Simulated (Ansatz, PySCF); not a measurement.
This Ansatz (a program for electronic structure) input computes a PBE0/def2-TZVPD energy:

Ansatz 0.2 input:
```yaml
crystal:
  periodic: [false, false, false]
  atoms:
    - {symbol: Te, position_ang: [-0.00000000, -0.00000000, -0.57649326]}
    - {symbol: Cl, position_ang: [0.00000000, 0.00000000, 1.76339116]}
basis:
  gaussian:
    orbitals: def2-TZVPD
hamiltonian:
  xc: {name: PBE0}
magnetization: {spin_polarized: true, initial_magnetization: 1}
output: {forces: true}
```

Problem. Write an input for the same energy in PySCF and say what it gives.

Solution. 
```python
from pyscf import gto, scf, dft

mol = gto.M(
    atom='''
    Te   -0.00000000   -0.00000000   -0.57649326
    Cl    0.00000000    0.00000000    1.76339116
    ''',
    basis='def2-tzvpd',
    ecp='def2-tzvp',
    charge=0,
    spin=1,
    symmetry='C2v',
    verbose=4,
)

mf = dft.UKS(mol, xc='pbe0').density_fit(auxbasis='def2-universal-jkfit')
mf.grids.level = 3
mf.conv_tol = 1e-9
mf.max_cycle = 100
mf.max_memory = 1500
mf.kernel()
if not mf.converged:
    mf = mf.newton()
    mf.kernel(mf.make_rdm1())
mf.analyze()
```
It gives -728.09602 Eh, and Ansatz -728.09598 Eh, a difference of 0.04 mEh, from the treatment of integrals and grids.
